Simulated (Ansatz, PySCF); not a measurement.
This Ansatz (an electronic-structure program) input computes a PBE/def2-TZVPD energy:

Ansatz 0.2 input:
```yaml
crystal:
  periodic: [false, false, false]
  atoms:
    - {symbol: C, position_ang: [-1.26477731, -1.70813577, -0.96182717]}
    - {symbol: Sn, position_ang: [-0.12945319, -0.17501900, -0.09785452]}
    - {symbol: Cl, position_ang: [0.18265438, 1.56625612, -1.60700368]}
    - {symbol: Cl, position_ang: [-1.13532290, 0.73280217, 1.79597689]}
    - {symbol: Cl, position_ang: [1.96378098, -0.93343005, 0.57818276]}
    - {symbol: H, position_ang: [-1.29839443, -2.69110191, -0.51186522]}
    - {symbol: H, position_ang: [-1.82919419, -1.52481344, -1.86609671]}
basis:
  gaussian:
    orbitals: def2-TZVPD
hamiltonian:
  xc: {name: PBE}
magnetization: {spin_polarized: true, initial_magnetization: 1}
output: {forces: true}
```

Problem. Write an input for the same energy in PySCF and say what it gives.

Solution. 
```python
from pyscf import gto, scf, dft

mol = gto.M(
    atom='''
    C    -1.26477731   -1.70813577   -0.96182717
    Sn   -0.12945319   -0.17501900   -0.09785452
    Cl    0.18265438    1.56625612   -1.60700368
    Cl   -1.13532290    0.73280217    1.79597689
    Cl    1.96378098   -0.93343005    0.57818276
    H    -1.29839443   -2.69110191   -0.51186522
    H    -1.82919419   -1.52481344   -1.86609671
    ''',
    basis='def2-tzvpd',
    ecp='def2-tzvp',
    charge=0,
    spin=1,
    verbose=4,
)

mf = dft.UKS(mol, xc='pbe').density_fit(auxbasis='def2-universal-jkfit')
mf.grids.level = 3
mf.conv_tol = 1e-9
mf.max_cycle = 100
mf.max_memory = 1500
mf.kernel()
if not mf.converged:
    mf = mf.newton()
    mf.kernel(mf.make_rdm1())
for _ in range(2):
    mo, _, stable, _ = mf.stability(return_status=True)
    if stable:
        break
    mf.kernel(mf.make_rdm1(mo, mf.mo_occ))
mf.analyze()
```
It gives -1633.72302 Eh, and Ansatz -1633.72294 Eh, a difference of 0.08 mEh, from the treatment of integrals and grids.

It need not be the lowest isomer of its formula.
